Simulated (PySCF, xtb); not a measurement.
Si(F)(Me)2(SeH) (C2H7FSeSi), SMILES F[Si](C)(C)[SeH].

GFN2-xTB in xtb at its own geometry gives an orbital gap of 4.34 eV and a dipole moment of 4.01 D.

Geometry optimised at B3LYP-D3(BJ)/def2-SVP. One conformer was computed; it need not be the lowest.

Q: What does r2SCAN/def2-TZVP run with PySCF give? (An estimate is asked for; the answer gives what the named calculation found.)

A: gap 5.51 eV (levels -6.09 and -0.58 eV), dipole 2.69 D.
